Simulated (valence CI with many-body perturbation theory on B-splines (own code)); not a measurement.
## From CI to CI+MBPT in Eu12+

Computed by relativistic CI+MBPT: five valence electrons over a frozen Dirac-Fock core [Kr] 4d10, a basis of 7 s, 7 p, 7 d, 7 f, 4 g, 2 h functions for each j, with the one-electron correlation potential Σ1, the two-electron term Σ2, the three-electron term Σ3, Breit, model QED; selected CI, second order for the rest, scaled by the run's own slope (own B-spline code, finite nucleus).

No measured levels were compared; by estimate terms of the open shell hold to a few per cent of their energy, and close levels can change places. Core correlation moves these levels by up to 43000 cm⁻¹, and in measured spectra 5 to 20 % of such shifts remained as error; rates that hang on mixing are uncertain with them. Among the levels kept, up to 720 cm⁻¹ of a level comes from second order outside the variational space, and about a tenth of that is noise between levels of different J, which matters for small intervals.

Each rung adds one term. CI alone is the Dirac-Coulomb CI over the frozen core; QED comes last and gives the full result, which names the levels. Energies are above 4f3 5s2 4I°_9/2 on the same rung, in cm⁻¹.

Names give the largest LS component (configuration and term), which can be under half, so a name can repeat, a term be missing and a line seem to break the LS rules; names also repeat where a configuration has a term twice. Letters in brackets count levels of one name in rising energy.

| Level | CI alone |
| --- | --- |
| 4f3 5s2 4I°_11/2 | 3643 |
| 4f3 5s2 4I°_13/2 | 7468 |
| 4f3 5s2 4I°_15/2 | 11393 |
| 4f3 5s2 4F°_3/2 | 19729 |
| 4f3 5s2 2H°_9/2 [a] | 20431 |
| 4f3 5s2 4F°_5/2 | 21841 |
| 4f3 5s2 4F°_7/2 | 23554 |
| 4f3 5s2 4S°_3/2 | 22628 |
| 4f3 5s2 4F°_9/2 | 25773 |
| 4f3 5s2 2H°_11/2 [a] | 26627 |
| 4f3 5s2 4G°_5/2 | 29850 |
| 4f3 5s2 2G°_7/2 [a] | 29052 |
| 4f3 5s2 2K°_13/2 | 32560 |
| 4f3 5s2 4G°_7/2 | 33036 |
| 4f3 5s2 4G°_9/2 | 33910 |
| 4f3 5s2 2D°_3/2 [a] | 34896 |

Problem. What do these energies become with core correlation, Breit and QED?

Solution. 4f3 5s2 4I°_11/2 3946 (+304); 4f3 5s2 4I°_13/2 7998 (+530); 4f3 5s2 4I°_15/2 12077 (+684); 4f3 5s2 4F°_3/2 19200 (-528); 4f3 5s2 2H°_9/2 [a] 20630 (+199); 4f3 5s2 4F°_5/2 21486 (-355); 4f3 5s2 4F°_7/2 23310 (-245); 4f3 5s2 4S°_3/2 23358 (+729); 4f3 5s2 4F°_9/2 25868 (+95); 4f3 5s2 2H°_11/2 [a] 27412 (+785); 4f3 5s2 4G°_5/2 28986 (-864); 4f3 5s2 2G°_7/2 [a] 29174 (+122); 4f3 5s2 2K°_13/2 32070 (-490); 4f3 5s2 4G°_7/2 32824 (-212); 4f3 5s2 4G°_9/2 33903 (-7.3); 4f3 5s2 2D°_3/2 [a] 35592 (+696).

Problem. How does the ionisation energy move along the ladder, and which term matters most?

Solution. CI alone 225.42, + Σ1 228.07, + Σ2 232.54, + Σ3 232.34, + Breit 232.42, + QED 232.46 eV. The largest step is Σ2, 4.47 eV. NIST lists 243 ± 12 eV (theoretical).
